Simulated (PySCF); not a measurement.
H₉Si₄, SMILES [SiH3][Si]([SiH3])[SiH3], doublet, B3LYP/def2-SVP optimised geometry.

```
13

Si    -0.74     1.22     3.94
Si    -1.08     0.17     1.87
Si    -0.20     1.29     0.00
Si    -0.84    -2.16     1.86
H     -1.15     2.65     3.85
H      0.69     1.17     4.36
H     -1.56     0.55     4.99
H     -0.67     2.71     0.00
H     -0.67     0.63    -1.25
H      1.29     1.29     0.00
H     -1.29    -2.71     0.54
H     -1.67    -2.76     2.94
H      0.58    -2.58     2.07
```

Density from unrestricted B3LYP/def2-TZVP (PySCF) at that geometry.

Minimum of the electron density along straight lines between bonded atoms, close to the bond critical point (lines longer than 1.1 times the sum of covalent radii, or with two minima, are not listed):

| bond | length / Å | ρ at the minimum / e bohr⁻³ | ∇²ρ there / e bohr⁻⁵ | position (fraction from the first atom) |
|---|---|---|---|---|
| Si1–Si2 | 2.348 | 0.090 | -0.14 | 0.49 |
| Si2–Si3 | 2.348 | 0.090 | -0.14 | 0.51 |
| Si2–Si4 | 2.348 | 0.090 | -0.14 | 0.51 |
| Si1–H5 | 1.493 | 0.119 | 0.15 | 0.49 |
| Si1–H6 | 1.496 | 0.118 | 0.15 | 0.49 |
| Si1–H7 | 1.493 | 0.119 | 0.15 | 0.49 |
| Si3–H8 | 1.493 | 0.119 | 0.15 | 0.49 |
| Si3–H9 | 1.493 | 0.119 | 0.15 | 0.49 |
| Si3–H10 | 1.496 | 0.118 | 0.15 | 0.49 |
| Si4–H11 | 1.493 | 0.119 | 0.15 | 0.49 |
| Si4–H12 | 1.493 | 0.119 | 0.15 | 0.49 |
| Si4–H13 | 1.496 | 0.118 | 0.15 | 0.49 |
